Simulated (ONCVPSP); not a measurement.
**Ba (Z = 56): one change to an ONCV potential, before and after**

ONCVPSP 4.0.1 input, shortened (lines: element, Z, core and valence counts, functional; n l f; lmax; l rc ep ncon nbas qcut; lloc lpopt rc5 dvloc0; l nproj debl; icmod fcfact rcfact), PBEsol, scalar-relativistic:

```
  Ba 56.00    9    3  -116133      upf
    1    0    2.00
    2    0    2.00
    2    1    6.00
    3    0    2.00
    3    1    6.00
    3    2   10.00
    4    0    2.00
    4    1    6.00
    4    2   10.00
    5    0    2.00
    5    1    6.00
    6    0    2.00
    2
    0    2.70    0.00    3    6    4.10
    1    2.50    0.00    5    9    7.00
    2    2.50    0.44    3    7    4.60
    2    5    2.50    0.00
    0    3    3.40
    1    1    2.10
    2    0    3.30
    1    0.20    0.00
```

In the d channel the program set the typed energies aside and used 0.050 Ha.

Change: s: qcut 2.9; p: qcut 4.9; d: qcut 3.2.

Cutoffs: the cutoffs (Ha) at which the residual kinetic energy of the hardest occupied pseudo-wave falls to 1 and 0.1 mHa per electron; they do not see the model core or the augmentation charge, which bear on the density cutoff. Errors are all-electron minus pseudo energies relative to the spin-unpolarised reference configuration.

Task: How do hardness, ghosts and transferability respond?

Result: The potential gets softer (14 Ha and 17 Ha → 8.8 Ha and 11 Ha); of the 4 tests that both files solve, the error grows in 1 and shrinks in 1 by more than 15 % and 0.3 meV (median size 3.2 → 4.1 meV); neither file shows a bound ghost.

```csv
quantity,base,changed
"cutoff, loose",14 Ha,8.8 Ha
"cutoff, tight",17 Ha,11 Ha
loose cutoff by channel,"s 5.4 Ha, p 14 Ha","s 2.6 Ha, p 8.8 Ha"
bound ghosts,none,none
GHOST(+) flags under 300 eV,s at 163.8 eV,none
"error for 5s2 5p6 6s1, meV [ΔE 5.38 eV]",-1.0,-1.1
"error for 5s2 5p6 6s0, meV [ΔE 15.28 eV]",-5.4,-7.1
"error for 5s2 5p6 6s1.5, meV [ΔE 2.15 eV]",-0.3,-0.3
"error for 5s2 5p6 6s1 6p1, meV [ΔE 2.05 eV]",+50,+25
s: phases at 2.74 bohr within 0.05 rad from the reference energy up to (Ha; the scan ends near 5),4.3,4.2
p: phases at 2.53 bohr within 0.05 rad from the reference energy up to (Ha; the scan ends near 5),0.2,0.5
d: phases at 2.53 bohr within 0.05 rad from the reference energy up to (Ha; the scan ends near 5),1.7,2.0
"rms error of d²Exc/dni dnj with the model core, mHa",1.63,1.87
```
